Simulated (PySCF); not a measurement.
Gas-phase reaction: 2 InCl3.NH3 + InH3 = 3 InHCl2 + 2 N + 3 H2

Computed with PySCF and rigid-rotor harmonic-oscillator thermochemistry at 1 bar. † marks an energy on the PBE0/def2-TZVP geometry and frequencies; other levels use their own. MP2 and CCSD(T) freeze the core. Open shells (unrestricted): N (multiplicity 4); the rest are closed-shell singlets. In: scalar-relativistic def2 core potential, no spin-orbit coupling. Adducts (InCl3.NH3) have no counterpoise correction, and HF, PBE, BLYP, B3LYP and PBE0 lack dispersion. InCl3.NH3, InH3, InHCl2: computed as isolated molecules; such fragments, hydroxides, amides, oligomers or adducts are transient or little studied in the gas. MP2 isn't extrapolated to the basis-set limit. CCSD(T) isn't extrapolated to the basis-set limit.

```
level               ΔH°(298 K), kJ
------------------  --------------
BLYP/def2-TZVP†         (withheld)
CCSD(T)/def2-SVP†             1142
M06-2X/def2-TZVP†             1222
MP2/def2-SVP†                 1196
MP2/def2-TZVPP†               1228
PBE0/def2-QZVP†         (withheld)
PBE0/def2-TZVP                1228
r2SCAN/def2-TZVP†             1194
LDA/def2-TZVP†                1510
ωB97M-V/def2-TZVP†      (withheld)
ωB97X-V/def2-TZVP†      (withheld)
```

**Question.** Some entries are withheld; supply them.

**Answer.** 
- BLYP/def2-TZVP†, ΔH°(298 K), kJ: 1167
- PBE0/def2-QZVP†, ΔH°(298 K), kJ: 1238
- ωB97M-V/def2-TZVP†, ΔH°(298 K), kJ: 1238
- ωB97X-V/def2-TZVP†, ΔH°(298 K), kJ: 1243
